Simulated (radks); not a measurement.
Species: the manganese ion Mn+. Configuration: [Ar] 3d4.75 4s1 4f0.25 (fractional occupations, a model configuration). Calculated with a radial shooting solver on a logarithmic mesh with Libxc functionals: scalar-relativistic Kohn-Sham, PBE, spin-unpolarised, spherical densities, point nucleus. Some entries of the table are withheld. Estimate them.

orbital,occ.,eigenvalue (Ry),<1/r> (bohr^-1)
1s,2,-473.4099,24.93
2s,2,-55.52318,(1)
2p,6,-47.16215,5.202
3s,2,-7.14878,(2)
3p,6,-4.84656,(3)
3d,4.75,-1.30701,1.162
4s,1,-0.99264,0.4790
4p,0,-0.62517,0.3811
5s,0,-0.30676,0.1850
4d,0,-0.24684,(4)
4f,0.25,(5),0.09548

Answer. 
(1) 2s <1/r> (bohr^-1): 5.305
(2) 3s <1/r> (bohr^-1): 1.662
(3) 3p <1/r> (bohr^-1): 1.524
(4) 4d <1/r> (bohr^-1): 0.2045
(5) 4f eigenvalue (Ry): -0.12723
